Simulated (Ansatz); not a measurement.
Born–Oppenheimer molecular dynamics of Cl4H2OW (8 atoms, charge 0, multiplicity 1). It goes on from the last frame of an earlier run, with new velocities.

Level of theory: Ansatz, RKS PBE0/def2-SVP.

- ensemble: NVT, Nosé–Hoover chain
- time step: 0.5 fs
- steps asked: 150
- set temperature: 1000 K
- thermostat: time constant 100 fs, chain length 3 (defaults)
- seed: 353682

First frame:

```xyz
8
Properties=species:S:1:pos:R:3
W 0.219 0.003 0.143
Cl 0.276 0.254 2.436
Cl 2.484 0.322 0.418
Cl -0.058 2.145 -0.598
H -1.269 0.317 0.737
O 0.017 -1.838 0.282
H -0.180 -2.720 -0.085
Cl -0.405 -0.475 -2.077
```

Task: How far do the bonds stretch over the last three quarters of this one trajectory? (Pairs bonded in most of those frames.)

Result: 
| bond | mean (Å) | spread (Å) | shortest | longest |
| --- | --- | --- | --- | --- |
| W1–Cl2 | 2.369 | 0.064 | 2.23 | 2.43 |
| W1–Cl3 | 2.302 | 0.031 | 2.27 | 2.36 |
| W1–Cl4 | 2.308 | 0.010 | 2.29 | 2.33 |
| W1–H5 | 1.675 | 0.044 | 1.60 | 1.75 |
| W1–O6 | 1.859 | 0.057 | 1.76 | 1.93 |
| W1–Cl8 | 2.394 | 0.057 | 2.27 | 2.45 |
| O6–H7 | 0.975 | 0.011 | 0.95 | 0.99 |

Mean temperature of the second half: 627 K. The conserved energy stayed within 0.062 meV per atom of its start (net change 0.061 meV per atom), so the integration is sound. The mean temperature of the second half is 37 % below the set value. A run of 0.075 ps of so small a system gives no equilibrium averages.

The run took 13 min on 2 threads of Intel(R) Xeon(R) Platinum 8223CL CPU @ 3.00GHz (Skylake/Cascade Lake), on a shared host, peak memory 0.39 GiB.
